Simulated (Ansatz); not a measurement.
Born–Oppenheimer molecular dynamics of FGe$_{2}$H$_{7}$ (10 atoms, charge 0, multiplicity 1). It starts at the highest image of a converged band. Of that band: Neighbouring images differ by up to 1.4 eV, so the band resolves the path poorly. A vibrational analysis at the climbing image gives one clearly imaginary mode, 947i cm⁻¹: a first-order saddle point.

Theory: RKS PBE0/def2-mTZVP in Ansatz 0.2.0.

- ensemble: NVE (velocity Verlet)
- time step: 0.5 fs
- steps asked: 200
- starting velocities drawn for: 300 K
- seed: 5462

First frame:

```xyz
10
Properties=species:S:1:pos:R:3
Ge -0.188 0.058 -0.080
Ge -0.182 -0.112 2.797
H -1.130 -0.559 3.934
H 0.881 -1.220 2.638
H 0.551 1.163 3.263
H 1.193 0.599 0.340
H -0.630 0.823 -1.335
H -0.220 -1.461 -0.254
F -2.107 0.461 0.579
H -1.513 0.246 1.509
```

How far do the bonds stretch over the last three quarters of this one trajectory? (Pairs bonded in most of those frames.)


```json
{"bond": "Ge1–H6", "mean (Å)": "1.536", "spread (Å)": "0.023", "shortest": "1.49", "longest": "1.58"}
{"bond": "Ge1–H7", "mean (Å)": "1.540", "spread (Å)": "0.013", "shortest": "1.51", "longest": "1.56"}
{"bond": "Ge1–H8", "mean (Å)": "1.531", "spread (Å)": "0.020", "shortest": "1.50", "longest": "1.57"}
{"bond": "Ge1–F9", "mean (Å)": "1.763", "spread (Å)": "0.134", "shortest": "1.59", "longest": "1.98"}
{"bond": "Ge2–H3", "mean (Å)": "1.550", "spread (Å)": "0.057", "shortest": "1.46", "longest": "1.64"}
{"bond": "Ge2–H4", "mean (Å)": "1.533", "spread (Å)": "0.015", "shortest": "1.51", "longest": "1.56"}
{"bond": "Ge2–H5", "mean (Å)": "1.540", "spread (Å)": "0.029", "shortest": "1.49", "longest": "1.59"}
{"bond": "Ge2–H10", "mean (Å)": "1.556", "spread (Å)": "0.115", "shortest": "1.38", "longest": "1.73"}
```

Mean temperature of the second half: 1813 K. The conserved energy stayed within 0.17 meV per atom of its start (net change 0.032 meV per atom), so the integration is sound. The kinetic energy rose, since the run started high on the potential surface and went downhill. It ends in pieces (FGeH3 + GeH4), so much of that is their flight and rotation, not heat. A run of 0.1 ps of so small a system gives no equilibrium averages. The orbitals stay closed-shell, which can raise the energy where a bond breaks towards radicals; this wasn't checked here.

Time of the run: 5.2 min on 4 threads of Arm Neoverse V2, on a shared host, peak memory 0.27 GiB.
